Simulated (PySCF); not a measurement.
Dipole moment and polarisability of `O=S(=O)(c1cccs1)C(F)(F)F`

C₅H₃F₃O₂S₂.
Structure used (PBE0-D3(BJ)/def2-SVP), in Å, numbered top down from 1:
```xyz
15
C5H3F3O2S2 angstrom
O     -1.497   -1.872    0.884
S     -1.308   -1.032   -0.285
O     -1.633   -1.445   -1.639
C      0.311   -0.387   -0.251
C      1.110   -0.313    0.867
C      2.359    0.283    0.573
C      2.464    0.642   -0.751
S      1.064    0.263   -1.655
C     -2.349    0.482    0.033
F     -2.149    1.377   -0.920
F     -3.614    0.114    0.041
F     -2.029    1.011    1.202
H      0.791   -0.687    1.841
H      3.153    0.438    1.303
H      3.314    1.111   -1.247
```

Level: wB97X-D/def2-SVPD (PySCF), static field, nuclei fixed, core orbitals frozen in the response. The polarisability tensor in these axes (au):

```
x   122.19  13.63   1.68
y    13.63  82.44  -5.38
z     1.68  -5.38 102.96
```

What are the eigenvalues, a third of the trace, and Δα (Δα² = ½Σ(αi − αj)² over the three pairs)?

Principal values 76.99, 104.18 and 126.41 au; mean 102.53 au = 15.19 Å³ = 16.90 × 10⁻⁴⁰ C²·m²/J; Δα = 42.88 au (42 % of the mean).

What is the dipole moment, and where does it point?

(4.45, 2.88, 0.70) D, 5.34 D in size, pointing from the negative to the positive side. Measured along this direction, the outermost atoms are F11 at the negative end and H15 at the positive end.

Sum over states: ᾱ = Σ f/ω², ω in Eh. What share falls to these 10 lowest TDDFT singlets (eV, f)? 5.38, 0.1504; 5.65, 0.1472; 6.38, 0.0059; 6.67, 0.0005; 6.81, 0.0010; 6.93, 0.0020; 7.39, 0.0036; 7.45, 0.0024; 7.59, 0.0770; 7.65, 0.0074.

They add up to 8.59 au, 8.4 % of the 102.53 au; the largest single term is 3.85 au, from the state at 5.38 eV. Terms in order: 3.85, 3.41, 0.11, 0.01, 0.02, 0.03, 0.05, 0.03, 0.99, 0.09 au. Higher excitations give the rest. The strengths listed sum to 0.397.

Orientational against electronic polarisability at 500 K (dilute gas, rigid molecules)?

In Gaussian units μ²/3kT = 137.88 Å³ against 15.19 Å³, a ratio of 9.07; the Debye molar polarisation (4π/3)N_A(α + μ²/3kT) is 386.1 cm³/mol, leaving out the vibrational part.

Along which axes do the principal values lie, and how far do the nuclei extend along each?

Largest value along (0.96, 0.30, 0.00), where the nuclei span 6.91 Å; middle along (0.06, -0.20, 0.98), 3.59 Å; least along (-0.29, 0.93, 0.21), 3.01 Å. The response follows the extents in order.

Isolated species at its PBE0-D3(BJ)/def2-SVP geometry (one conformer only).

The pairwise dispersion term of wB97X-D wasn't added to the energies; at a given geometry it leaves orbitals and properties as they are.
